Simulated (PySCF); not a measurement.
Isomers of [C8H12P]+ (charge +1), one GFN2-xTB conformer each. Single-point energies are computed at PBE0/pcSseg-1 (PySCF, gas phase, no added dispersion term), electronic only.

Question: Rank them by PBE0/pcSseg-1 energy, lowest first (kJ/mol).
A. `CC#C[P+](C)(C)C#CC`
B. `[CH3:1]/[CH:2]=[CH:3]\[PH+:4]1[CH:5]=[CH:6][CH2:7][CH:8]=[CH:9]1` (charge +1) with C2–C3–P4–C5 -74°

Answer: B (0.0), A (114.9).

GFN2-xTB itself gives, in the same order: 0.0, 89.7. Both levels put the same isomer lowest.

Which frontier levels and rotational constants go with these structures?

| SMILES | HOMO (eV, PBE0/pcSseg-1) | LUMO (eV) | A, B, C (MHz) |
| --- | --- | --- | --- |
| C/C=C\[PH+]1C=CCC=C1 | -12.09 | -5.29 | 3193, 855.8, 730.0 |
| CC#C[P+](C)(C)C#CC | -12.00 | -4.74 | 1569, 761.6, 606.6 |
